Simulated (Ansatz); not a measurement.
Stepwise reaction of `[NH2][Ge]([NH2])([NH2])[F]` with hydrogen fluoride, as a gas-phase model of exchange steps in deposition or etching. ΔE in kJ/mol; ΔG adds harmonic PBE0-D4 terms to CCSD(T)/CBS, at 1 bar.

Computed with Ansatz on PBE0-D4/def2-TZVP structures; ΔE is electronic, products minus reactants. CBS: MP2 limit from def2 TZ/QZ plus the TZ coupled-cluster correction, frozen cores. This one scheme is used for every species. Functionals use def2-TZVPP. B3LYP here is the variant with VWN-RPA as its local correlation; programs differ in this. For Ge outer-core shells are correlated without core-valence functions, which leaves a few kJ/mol of doubt a bond. Scalar relativity is left out up to krypton. One conformer a species, not always the lowest.

```json
{"step": "1", "reaction": "`[NH2][Ge]([NH2])([NH2])[F]` + H–F → `[NH2][Ge]([NH2])([F])[F]` + NH₃", "PBE-D4": "-59.0", "B3LYP-D4": "-62.1", "ωB97M-V": "-61.6", "CCSD(T)/CBS": "-53.0", "ΔG(500 K)": "-48.5"}
{"step": "2", "reaction": "`[NH2][Ge]([NH2])([F])[F]` + H–F → `[NH2][Ge]([F])([F])[F]` + NH₃", "PBE-D4": "-34.8", "B3LYP-D4": "-36.9", "ωB97M-V": "-36.7", "CCSD(T)/CBS": "-29.2", "ΔG(500 K)": "-35.8"}
{"step": "3", "reaction": "`[NH2][Ge]([F])([F])[F]` + H–F → `[F][Ge]([F])([F])[F]` + NH₃", "PBE-D4": "-24.1", "B3LYP-D4": "-25.3", "ωB97M-V": "-25.3", "CCSD(T)/CBS": "-18.0", "ΔG(500 K)": "-3.3"}
```

Question: By hand: ΔE of the 3 steps together at CCSD(T)/CBS.

Answer: (-53.0) + (-29.2) + (-18.0) = -100.2 kJ/mol, or -33.4 kJ/mol a step.

In ΔE each step is higher than the one before. All are downhill at CCSD(T)/CBS. ΔG lies between -48.5 and -3.3 kJ/mol a step. PBE-D4 differs from CCSD(T)/CBS by -6.1 to -5.6 kJ/mol a step. Isolated molecules leave out the surface, adducts and barriers. Largest T1 diagnostic: 0.012.
